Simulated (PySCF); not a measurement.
Compound: C₃H₉NSi.
Cartesian coordinates in Å at the PBE0-D3(BJ)/def2-SVP level; atoms count from 1:
```
atom  x, y, z in Å
C1    -2.2541   -0.0121    0.2995
N2    -1.1070   -0.5669   -0.3813
Si3    0.3527    0.2808   -0.7155
C4     1.5246    0.5989    0.6851
C5     1.9624   -0.5267   -0.2809
H6    -3.0093    0.4313   -0.3779
H7    -2.7644   -0.7758    0.9108
H8    -1.9290    0.7813    0.9903
H9    -1.3111   -1.3961   -0.9273
H10    0.3601    1.2633   -1.8344
H11    2.1376    1.5072    0.6901
H12    1.2388    0.2815    1.6942
H13    1.9482   -1.5432    0.1278
H14    2.8526   -0.3325   -0.8896
```

Method used: PySCF 2.14.0, PBE0-D3(BJ)/def2-SVP geometry optimisation, gas phase.

Take the most abundant isotopes and a rigid rotor. The values belong to one conformer with, in the numbering `[CH3:1][NH:2][SiH:3]1[CH2:4][CH2:5]1`, C1–N2–Si3–C4 74°.

**Question.** What are A, B and C (MHz)?

**Answer.** Ia = 54.66, Ib = 217.34, Ic = 229.92 u·Å²; 505379 MHz·u·Å²/I gives A = 9247, B = 2325, C = 2198 MHz.

**Question.** Classify the top.

**Answer.** A near-prolate asymmetric top: κ = (2 × 2325 − 9247 − 2198)/(9247 − 2198) = -0.96.

**Question.** What does the inertial defect say?

**Answer.** Not planar: Δ = Ic − Ia − Ib = -42.07 u·Å². For a rigid frame Δ = −2 Σ m c², so Σ m c² = 21.04 u·Å² lies off the ab plane: 9.53 from hydrogen and 11.50 from heavier atoms. The atom farthest from that plane is 1.82 Å away.

**Question.** Which types of transition are allowed, and where do some lines up to J = 2 fall?

**Answer.** The dipole components are |μa| = 1.25 D, |μb| = 0.34 D, |μc| = 0.37 D. Intensities carry the squares of the components, which stand as 1.00 : 0.07 : 0.09 (a : b : c). Some lines, for components of 0.1 D or more:

```tsv
type	branch	J(Ka,Kc)	MHz	lower level (cm⁻¹)
a	Q	2(1,1) ← 2(1,2)	382	0.679
b	R	2(0,2) ← 1(1,1)	2124	0.382
a	R	1(0,1) ← 0(0,0)	4523	0.000
c	Q	2(1,2) ← 2(0,2)	6796	0.453
c	Q	1(1,1) ← 1(0,1)	6921	0.151
b	Q	1(1,0) ← 1(0,1)	7049	0.151
b	Q	2(1,1) ← 2(0,2)	7178	0.453
a	R	2(1,2) ← 1(1,1)	8919	0.382
a	R	2(0,2) ← 1(0,1)	9045	0.151
a	R	2(1,1) ← 1(1,0)	9174	0.386
b	R	1(1,1) ← 0(0,0)	11445	0.000
c	R	1(1,0) ← 0(0,0)	11572	0.000
b	R	2(1,2) ← 1(0,1)	15841	0.151
c	R	2(1,1) ← 1(0,1)	16223	0.151
c	Q	2(2,1) ← 2(1,1)	20764	0.692
b	Q	2(2,0) ← 2(1,1)	20766	0.692
b	Q	2(2,1) ← 2(1,2)	21146	0.679
b	R	2(2,1) ← 1(1,0)	29938	0.386
c	R	2(2,0) ← 1(1,0)	29940	0.386
c	R	2(2,1) ← 1(1,1)	30065	0.382
b	R	2(2,0) ← 1(1,1)	30067	0.382
```

**Question.** Estimate the classical rotational partition function at 10 K, 25 K and 200 K.

**Answer.** Point group C1, symmetry number σ = 1; q = (√π/σ)·√((kT/h)³/(ABC)), k/h = 20836.6 MHz/K: 775 at 10 K, 3070 at 25 K, 69400 at 200 K.

PBE0-D3(BJ)/def2-SVP frequencies: not computed here. Constants of a rigid frame at the computed geometry: no zero-point averaging, no centrifugal distortion. A rigid rotor knows nothing of inversion at nitrogen or internal rotation, which can split or shift real lines. Quadrupole hyperfine structure (14N) is left out.
